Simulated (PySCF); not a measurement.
A family of related molecules: H3E-E'H3. Gas-phase values, no solvent. Strings in code marks are SMILES.

These are PySCF 2.14.0 with B3LYP-D3(BJ)/def2-TZVP values and carry that method's errors. All candidates: neutral, multiplicity 1. B3LYP has the VWN-RPA correlation part, as in Gaussian. Delta-SCF ions had no search for a lower state. 

```yaml
HOMO: -7.72 eV
HOMO–LUMO gap: 7.19 eV
vertical ionisation energy (Delta-SCF): 9.91 eV
```

Say which member has these values.
A. `[NH3+][AlH3-]`
B. `[GeH3][SnH3]`
C. `[CH3][GeH3]`
D. `[SiH3][GeH3]`

B, `[GeH3][SnH3]`. The others give `[SiH3][GeH3]`: -8.09 eV, 8.16 eV, 10.41 eV; `[NH3+][AlH3-]`: -7.24 eV, 6.55 eV, 9.85 eV; `[CH3][GeH3]`: -8.66 eV, 9.23 eV, 11.19 eV
